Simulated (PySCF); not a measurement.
Ge(F)(OH)2(NH2) (FGeH₄NO₂), SMILES [NH2][Ge]([OH])([OH])[F]. Atoms are numbered in the order given.

```xyz
9

N     -1.7378    -0.4853    -0.0283
Ge    -0.0074    -0.0001    -0.0177
O      0.2758     1.7315    -0.0432
O      0.9145    -0.6362    -1.3627
F      0.6100    -0.6172     1.4810
H     -2.1544    -0.5886    -0.9488
H     -1.9339    -1.3066     0.5368
H     -0.2242     2.1990     0.6351
H      1.7034    -0.1108    -1.5411
```

The structure is a stationary point at PBE0-D3(BJ)/def2-SVP. The structure was generated by enumeration, and PubChem lists no compound with its InChIKey, so it may never have been made. One conformer was computed; it need not be the lowest.

Level of theory: TDDFT-PBE/def2-SVPD run with PySCF 2.14.0.

Vertical excitations. 

```json
[
 {"state": "S1", "energy (eV)": "5.61", "λ (nm)": "221", "f": "0.038", "main pairs": "HOMO→LUMO 99 %"},
 {"state": "S2", "energy (eV)": "6.40", "λ (nm)": "194", "f": "0.004", "main pairs": "HOMO−1→LUMO 99 %"},
 {"state": "S3", "energy (eV)": "6.77", "λ (nm)": "183", "f": "0.050", "main pairs": "HOMO−2→LUMO 98 %"},
 {"state": "S4", "energy (eV)": "7.24", "λ (nm)": "171", "f": "0.009", "main pairs": "HOMO→LUMO+1 79 %, HOMO→LUMO+2 15 %"},
 {"state": "S5", "energy (eV)": "7.28", "λ (nm)": "170", "f": "0.020", "main pairs": "HOMO→LUMO+2 81 %"},
 {"state": "S6", "energy (eV)": "7.48", "λ (nm)": "166", "f": "0.085", "main pairs": "HOMO−3→LUMO 86 %"},
 {"state": "S7", "energy (eV)": "7.61", "λ (nm)": "163", "f": "0.064", "main pairs": "HOMO−4→LUMO 93 %"},
 {"state": "S8", "energy (eV)": "7.73", "λ (nm)": "160", "f": "0.009", "main pairs": "HOMO→LUMO+3 97 %"},
 {"state": "S9", "energy (eV)": "8.00", "λ (nm)": "155", "f": "0.013", "main pairs": "HOMO−1→LUMO+1 89 %"},
 {"state": "S10", "energy (eV)": "8.05", "λ (nm)": "154", "f": "0.005", "main pairs": "HOMO−1→LUMO+2 91 %"},
 {"state": "T1", "energy (eV)": "5.32", "λ (nm)": "233", "f": "0", "main pairs": "HOMO→LUMO 99 %"},
 {"state": "T2", "energy (eV)": "6.15", "λ (nm)": "202", "f": "0", "main pairs": "HOMO−1→LUMO 99 %"},
 {"state": "T3", "energy (eV)": "6.45", "λ (nm)": "192", "f": "0", "main pairs": "HOMO−2→LUMO 99 %"},
 {"state": "T4", "energy (eV)": "6.98", "λ (nm)": "178", "f": "0", "main pairs": "HOMO→LUMO+1 96 %"}
]
```
Triplets are in the Tamm–Dancoff approximation, which puts them higher than full response would, so one can lie above its singlet here.
